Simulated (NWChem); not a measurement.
Molecule: PbO, singlet; SMILES [O]=[Pb]

Program: NWChem. Low-valent species are run as closed-shell singlets; no triplet was tried in these runs. The geometry was optimised at PBE0-D3(BJ)/def2-TZVP. def2 effective core potentials on Pb; no spin-orbit coupling. Static field.

Task: What does the run give for PBE/def2-SVPD? Quantities: isotropic polarisability (bohr³); anisotropy (bohr³).

Result: 
```yaml
isotropic polarisability (bohr³): 44.0
anisotropy (bohr³): 23.5
```
